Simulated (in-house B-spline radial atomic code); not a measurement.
Values are calculated unless marked as measured or tabulated.
Two electrons in Ge: a spherical dot of radius 25.8 nm with hard walls

For Ge the NSM archive of the Ioffe Institute lists m_l = 1.6 m0, m_t = 0.08 m0 and ε = 16.2; the model takes one isotropic valley with the conductivity mass 3/(1/m_l + 2/m_t) = 0.117 m0, and so misses anisotropy and the other valleys. All triplets below are those of one valley; with several valleys two electrons can form a triplet in the 1s orbital itself, at an energy set by the valley splitting.

Effective-mass model with parabolic bands, a uniform dielectric constant, no image charges, no central-cell or spin-orbit terms. Two-electron levels come from full CI in B-splines with partial waves to l = 5 (up to 0.001 effective hartree above the limit).

**Question.** What are the effective units, and what is the potential in them?

**Answer.** Ha* = 27211.386 meV × 0.117/16.2² = 12.13 meV and a* = 0.0529177 nm × 16.2/0.117 = 7.327 nm. The radius is R = 3.52 a*. The one-electron levels are π²/2R² = 0.3983 and 4.4934²/2R² = 0.8148 Ha*.

In these units the lowest s and p orbitals lie at 0.398276 and 0.814773, and their Coulomb and exchange integrals are J_ss = 0.507407, J_sp = 0.460135 and K_sp = 0.1022. (For an empty sphere J_ss = 1.786/R.) Full CI gives 1.249072 for the ground singlet, 1.558371 for the sp triplet, 1.714891 for the sp singlet and 2.403425 for the lowest triplet of two s orbitals.

**Question.** What does it cost to add the second electron, to first order and exactly?

**Answer.** To first order E = 2ε_s + J_ss = 1.303960, so the charging energy E(2) − 2E(1) is J_ss = 6.155 meV. CI gives 1.249072 − 2 × (0.398276) = 0.452519, or 5.49 meV: relaxation and correlation lower it by 0.6659 meV, 10.8 % of J_ss. The s² configuration of one-electron orbitals holds 95.6 % of the state, and the mean radius is 13.6 nm.

**Question.** How far above the singlet do the triplets lie?

**Answer.** To first order the sp triplet lies at ε_s + ε_p + J_sp − K_sp = 1.571010, which is 3.24 meV above 2ε_s + J_ss. CI gives 1.558371 − (1.249072) = 0.309299, or 3.752 meV, 74 % of the orbital spacing of 5.053 meV. The ss triplet lies 14 meV up, so the lower of the two is the sp one, and its gap equals k_BT at 43.5 K. The sp singlet-triplet splitting is 1.899 meV, against 2K_sp = 2.479 meV.
